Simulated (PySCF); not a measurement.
Input file for PySCF: R-B3LYP/6-31G* on H4OSi (SMILES O[SiH3]) with ghost functions, monomers drawn apart or pushed together.

```python
from pyscf import gto, scf, dft, mp
from pyscf.data.elements import chemcore

mol = gto.M(
    atom='''
    O     0.01754897    0.87093460    2.52060678
    Si    0.37380017   -0.40857701    3.49363578
    H     0.38198127    0.86534280    1.62652327
    H    -0.03670046   -1.69533142    2.87051383
    H    -0.38363957   -0.20773002    4.74579672
    H     1.82376995   -0.49926783    3.79728258
    ghost-C   -0.52593716   -0.43798256   -0.35759082
    ghost-F    0.62569914    0.27791366    0.00515469
    ghost-H   -1.39619282    0.16936340   -0.11413249
    ghost-H   -0.47573475   -0.63352339   -1.42742892
    ghost-H   -0.54005836   -1.36946935    0.20638247
    ''',
    basis='6-31g*',
    cart=True,
    charge=0, spin=0, verbose=3, max_memory=1800)
mf = dft.RKS(mol, xc='b3lyp')
mf.conv_tol = 1e-8
mf.max_cycle = 100
mf.kernel()
if not mf.converged:
    mf = mf.newton().run(mf.mo_coeff, mf.mo_occ)
```

The log:

```
converged SCF energy = -367.144015912645
```

The calculation finished and met its thresholds.

Cost: very roughly 9 core-seconds.
